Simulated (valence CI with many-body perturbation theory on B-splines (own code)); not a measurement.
E1 transitions of Tl48+

Computed by relativistic CI+MBPT: five valence electrons over a frozen Dirac-Fock core [Ar] 3d10, radial functions for each j: 9 s, 9 p, 8 d, 6 f, 3 g, 1 h, with the one-electron correlation potential Σ1, the two-electron term Σ2, the three-electron term Σ3, Breit, model QED; selected CI, second order for the rest (own B-spline code, finite nucleus).

The last digits are not significant, and no measured levels were compared; by estimate large intervals hold to a few tenths of a per cent, small ones and those within an open d or f shell to about a per cent. Among the levels kept, up to 350 cm⁻¹ of a level comes from second order outside the variational space, and about a tenth of that is noise between levels of different J, which matters for small intervals.

Lines 101 to 150 of 216 in falling wavelength, among levels below 4176.4 × 10³ cm⁻¹, chosen from the strongest by gf and those to the six lowest levels. Wavelengths and rates use the calculated energies. Electric multipoles are in the length gauge, E1 and E2 with the static RPA response of the core. Weak lines are less certain than strong ones. Lines between different terms over intervals too small for the method are left out, as are lines whose strength nearly cancels. The highest levels of a list are the least certain.

Levels are named by their leading jj configuration (3d3/2^4 stands for four electrons in 3d with j = 3/2), which in mixed levels can hold well under half, so a name can repeat and another be missing. Letters in brackets count levels of one name in rising energy.

```tsv
λ vac (nm)	Upper	Lower	A (s⁻¹)	S (a.u.) with core polarisation	S without
6.798	(4s 4p1/2^2 4p3/2 4d3/2) J=5/2 [b]	(4s 4p1/2^2 4p3/2^2) J=3/2	2.39e+09	2.22e-03	2.33e-03
6.773	(4s 4p1/2^2 4p3/2 4d3/2) J=1/2 [b]	(4s 4p1/2^2 4p3/2^2) J=1/2	1.38e+10	4.24e-03	4.44e-03
6.750	(4s^2 4p1/2 4d3/2^2) J=5/2	(4s^2 4p1/2 4p3/2 4d3/2) J=3/2 [a]	1.09e+10	9.94e-03	1.04e-02
6.725	(4s^2 4p1/2 4d3/2^2) J=5/2	(4s^2 4p1/2 4p3/2 4d3/2) J=5/2 [a]	9.80e+09	8.83e-03	9.28e-03
6.651	(4s^2 4p3/2^2 4d3/2) J=1/2	(4s^2 4p3/2^3) J=3/2	9.75e+09	2.83e-03	2.96e-03
6.558	(4s^2 4p1/2 4p3/2 4d3/2) J=3/2 [b]	(4s^2 4p1/2 4p3/2^2) J=1/2	1.85e+09	1.03e-03	1.09e-03
6.521	(4s^2 4p1/2 4p3/2 4d3/2) J=1/2 [b]	(4s^2 4p1/2 4p3/2^2) J=1/2	3.47e+08	9.49e-05	9.64e-05
6.478	(4s 4p1/2^2 4p3/2 4d3/2) J=3/2 [b]	(4s 4p1/2^2 4p3/2^2) J=5/2	1.11e+10	5.97e-03	6.27e-03
6.354	(4s^2 4p1/2 4p3/2 4d3/2) J=5/2 [b]	(4s^2 4p1/2 4p3/2^2) J=5/2	3.70e+09	2.81e-03	2.97e-03
6.297	(4s^2 4p1/2 4p3/2 4d3/2) J=3/2 [b]	(4s^2 4p1/2 4p3/2^2) J=5/2	2.10e+09	1.03e-03	1.07e-03
6.251	(4s^2 4p1/2^2 4f5/2) J=5/2	(4s^2 4p1/2^2 4d5/2) J=5/2	1.11e+10	8.00e-03	8.36e-03
6.230	(4s 4p1/2^2 4p3/2 4d5/2) J=5/2 [a]	(4s 4p1/2^2 4p3/2^2) J=3/2	1.79e+09	1.28e-03	1.35e-03
6.169	(4s 4p1/2^2 4p3/2 4d3/2) J=5/2 [b]	(4s 4p1/2^2 4p3/2^2) J=5/2	4.59e+09	3.19e-03	3.35e-03
6.159	(4s^2 4p1/2 4p3/2 4d3/2) J=5/2 [b]	(4s^2 4p1/2 4p3/2^2) J=3/2	9.18e+08	6.35e-04	6.69e-04
6.116	(4s^2 4p1/2 4p3/2 4d5/2) J=3/2 [a]	(4s^2 4p1/2 4p3/2^2) J=1/2	1.85e+09	8.37e-04	8.77e-04
6.105	(4s^2 4p1/2 4p3/2 4d3/2) J=3/2 [b]	(4s^2 4p1/2 4p3/2^2) J=3/2	3.43e+08	1.54e-04	1.59e-04
6.072	(4s^2 4p1/2 4p3/2 4d3/2) J=1/2 [b]	(4s^2 4p1/2 4p3/2^2) J=3/2	1.78e+10	3.94e-03	4.14e-03
6.056	(4s^2 4p1/2 4p3/2 4d5/2) J=7/2 [a]	(4s^2 4p1/2 4p3/2^2) J=5/2	1.11e+09	9.70e-04	1.02e-03
6.037	(4s 4p1/2^2 4p3/2 4d5/2) J=3/2 [a]	(4s 4p1/2^2 4p3/2^2) J=3/2	8.69e+10	3.77e-02	3.95e-02
5.979	(4s 4p1/2^2 4p3/2 4d5/2) J=3/2 [a]	(4s 4p1/2^2 4p3/2^2) J=1/2	2.57e+10	1.08e-02	1.14e-02
5.906	(4s^2 4p1/2^2 4f7/2) J=7/2	(4s^2 4p1/2^2 4d5/2) J=5/2	1.66e+11	1.35e-01	1.41e-01
5.888	(4s^2 4p1/2 4p3/2 4d5/2) J=3/2 [a]	(4s^2 4p1/2 4p3/2^2) J=5/2	1.96e+10	7.89e-03	8.29e-03
5.815	(4s^2 4p1/2 4p3/2 4d5/2) J=5/2 [a]	(4s^2 4p1/2 4p3/2^2) J=5/2	1.33e+11	7.72e-02	8.10e-02
5.719	(4s^2 4p1/2 4p3/2 4d5/2) J=3/2 [a]	(4s^2 4p1/2 4p3/2^2) J=3/2	1.70e+11	6.28e-02	6.59e-02
5.697	(4s 4p1/2^2 4p3/2 4d5/2) J=5/2 [a]	(4s 4p1/2^2 4p3/2^2) J=5/2	2.19e+11	1.20e-01	1.26e-01
5.680	(4s 4p1/2^2 4p3/2 4d5/2) J=1/2	(4s 4p1/2^2 4p3/2^2) J=3/2	4.07e+10	7.35e-03	7.72e-03
5.658	(4s^2 4p1/2^2 4d5/2) J=5/2	(4s^2 4p1/2^2 4p3/2) J=3/2	3.03e+11	1.62e-01	1.70e-01
5.651	(4s^2 4p1/2 4p3/2 4d5/2) J=5/2 [a]	(4s^2 4p1/2 4p3/2^2) J=3/2	4.73e+10	2.53e-02	2.65e-02
5.629	(4s 4p1/2^2 4p3/2 4d5/2) J=1/2	(4s 4p1/2^2 4p3/2^2) J=1/2	4.26e+11	7.50e-02	7.88e-02
5.602	(4s 4p1/2^2 4p3/2 4d5/2) J=3/2 [b]	(4s 4p1/2^2 4p3/2^2) J=3/2	5.32e+10	1.85e-02	1.94e-02
5.584	(4s 4p1/2^2 4p3/2 4d3/2) J=5/2 [a]	(4s^2 4p1/2^2 4d5/2) J=5/2	2.03e+05	1.05e-07	6.85e-08
5.581	(4s^2 4p1/2 4p3/2 4d5/2) J=3/2 [b]	(4s^2 4p1/2 4p3/2^2) J=1/2	3.68e+11	1.26e-01	1.33e-01
5.567	(4s 4p1/2^2 4p3/2 4d3/2) J=3/2 [a]	(4s^2 4p1/2^2 4d5/2) J=5/2	6.37e+08	2.17e-04	2.27e-04
5.552	(4s 4p1/2^2 4p3/2 4d5/2) J=3/2 [b]	(4s 4p1/2^2 4p3/2^2) J=1/2	3.22e+11	1.09e-01	1.14e-01
5.541	(4s^2 4p1/2 4p3/2 4d5/2) J=1/2	(4s^2 4p1/2 4p3/2^2) J=1/2	5.06e+11	8.50e-02	8.93e-02
5.537	(4s 4p1/2^2 4p3/2 4d5/2) J=5/2 [b]	(4s 4p1/2^2 4p3/2^2) J=3/2	6.33e+11	3.18e-01	3.34e-01
5.535	(4s 4p1/2^2 4p3/2 4d5/2) J=3/2 [a]	(4s 4p1/2^2 4p3/2^2) J=5/2	6.06e+10	2.03e-02	2.13e-02
5.521	(4s 4p1/2^2 4p3/2 4d5/2) J=7/2 [a]	(4s 4p1/2^2 4p3/2^2) J=5/2	3.66e+11	2.43e-01	2.55e-01
5.472	(4s^2 4p1/2 4d3/2^2) J=5/2	(4s 4p1/2^2 4p3/2^2) J=3/2	3.28e+10	1.59e-02	1.67e-02
5.469	(4s^2 4p1/2 4p3/2 4d5/2) J=5/2 [b]	(4s^2 4p1/2 4p3/2^2) J=5/2	1.29e+11	6.23e-02	6.55e-02
5.458	(4s^2 4p1/2 4p3/2 4d5/2) J=7/2 [b]	(4s^2 4p1/2 4p3/2^2) J=5/2	7.20e+11	4.62e-01	4.86e-01
5.422	(4s 4p1/2^2 4p3/2 4d3/2) J=7/2	(4s^2 4p1/2^2 4d5/2) J=5/2	5.83e+10	3.67e-02	3.85e-02
5.390	(4s^2 4p1/2 4p3/2 4d5/2) J=3/2 [b]	(4s^2 4p1/2 4p3/2^2) J=5/2	9.57e+10	2.96e-02	3.12e-02
5.332	(4s 4p1/2^2 4p3/2 4d5/2) J=7/2 [b]	(4s 4p1/2^2 4p3/2^2) J=5/2	3.74e+11	2.24e-01	2.35e-01
5.324	(4s^2 4p1/2 4p3/2 4d5/2) J=5/2 [b]	(4s^2 4p1/2 4p3/2^2) J=3/2	9.34e+11	4.17e-01	4.38e-01
5.249	(4s^2 4p1/2 4p3/2 4d5/2) J=3/2 [b]	(4s^2 4p1/2 4p3/2^2) J=3/2	2.43e+09	6.95e-04	7.31e-04
5.217	(4s 4p1/2^2 4p3/2 4d3/2) J=3/2 [b]	(4s^2 4p1/2^2 4d5/2) J=5/2	6.95e+09	1.95e-03	2.05e-03
5.214	(4s^2 4p1/2 4p3/2 4d5/2) J=1/2	(4s^2 4p1/2 4p3/2^2) J=3/2	1.21e+11	1.69e-02	1.78e-02
5.204	(4s^2 4p1/2^2 4f5/2) J=5/2	(4s^2 4p1/2^2 4d3/2) J=3/2	1.88e+11	7.85e-02	8.20e-02
5.167	(4s 4p1/2^2 4p3/2 4d5/2) J=3/2 [b]	(4s 4p1/2^2 4p3/2^2) J=5/2	5.06e+10	1.38e-02	1.45e-02
```
